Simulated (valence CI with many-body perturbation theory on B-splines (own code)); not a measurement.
From CI to CI+MBPT in Sm²⁰⁺

Calculated by relativistic CI+MBPT: six valence electrons over a frozen Dirac-Fock core [Kr], a basis of 7 s, 7 p, 8 d, 6 f, 4 g, 1 h functions for each j, with the one-electron correlation potential Σ1 (screened to all orders), the two-electron term Σ2, the three-electron term Σ3, Breit, model QED; selected single and double excitations, second order for the rest, scaled by the run's own slope (own B-spline code, finite nucleus).

No measured spectrum was set against this ion. As an estimate, terms of the open shell hold to 2 to 4 % of their energy, and close levels can change places. Core correlation moves these levels by up to 9800 cm⁻¹, and in measured spectra 5 to 20 % of such shifts remained as error; rates that hang on mixing are uncertain with them. Among the levels kept, up to 1000 cm⁻¹ of a level comes from second order outside the variational space, and about a tenth of that is noise between levels of different J, which matters for small intervals. Only levels of the ground parity were solved; by the run's estimate the other parity begins above the list, which can be wrong where configurations are misplaced.

Each rung adds one term. CI alone is the Dirac-Coulomb CI over the frozen core; QED comes last and gives the full result, which names the levels. Energies are above (4d3/2^4 4d5/2^2) J=4 on the same rung, in cm⁻¹.

Levels are named by their leading jj configuration (3d3/2^4 stands for four electrons in 3d with j = 3/2), which in mixed levels can hold well under half, so a name can repeat and another be missing. Letters in brackets count levels of one name in rising energy.

```
                    Level  CI alone    Σ1     Σ2     Σ3  Breit   QED    Full
    (4d3/2^4 4d5/2^2) J=2     16462  +3.5   +206  -1432   +245  -3.9   15480
(4d3/2^3 4d5/2^3) J=3 [a]     31168  +414   +872   +493   -848  +117   32216
    (4d3/2^4 4d5/2^2) J=0     35580  +207  +1840   -916   -177   +58   36592
(4d3/2^3 4d5/2^3) J=1 [a]     40398  +431  +1436    -89   -757  +122   41541
(4d3/2^3 4d5/2^3) J=4 [a]     49331  +292  -1219  -1035   -591   +77   46855
    (4d3/2^3 4d5/2^3) J=5     65483  +403  -2625  -1414   -977   +96   60966
    (4d3/2^3 4d5/2^3) J=6     67251  +429  -3205  -1395  -1210  +100   61968
(4d3/2^3 4d5/2^3) J=2 [a]     74543  +492   -679  -2477   -825  +117   71172
(4d3/2^3 4d5/2^3) J=3 [b]     76725  +446  -1050  -2032   -860  +110   73340
(4d3/2^2 4d5/2^4) J=2 [a]     81522  +643   +962  -1419  -1399  +189   80499
(4d3/2^3 4d5/2^3) J=1 [b]     98594  +540  -1563  -2966   -829  +134   93910
(4d3/2^3 4d5/2^3) J=4 [b]     98375  +643  -1178  -2104  -1353  +160   94542
(4d3/2^2 4d5/2^4) J=0 [a]     96050  +664  +2820  -1714  -1082  +177   96915
(4d3/2^3 4d5/2^3) J=2 [b]    101108  +563   +308  -2766  -1135  +153   98231
    (4d3/2^3 4d5/2^3) J=0    108459  +352  -3180  -4924   -617   +91  100182
(4d3/2^2 4d5/2^4) J=4 [a]    104588  +760   -513  -1842  -1762  +206  101438
(4d3/2^3 4d5/2^3) J=3 [c]    110481  +653  -1751  -3098  -1105  +152  105332
    (4d3/2^2 4d5/2^4) J=5    111908  +883  -1634  -1461  -2145  +230  107782
(4d3/2^3 4d5/2^3) J=3 [d]    118063  +642  -1333  -3726  -1268  +162  112540
```

The middle columns are the shifts that each term adds.

Q: How does the ionisation energy move along the ladder, and which term matters most?

A: CI alone 612.90, + Σ1 615.13, + Σ2 618.59, + Σ3 619.12, + Breit 618.96, + QED 618.99 eV. The largest step is Σ2, 3.47 eV. NIST lists 617 ± 4 eV (theoretical).
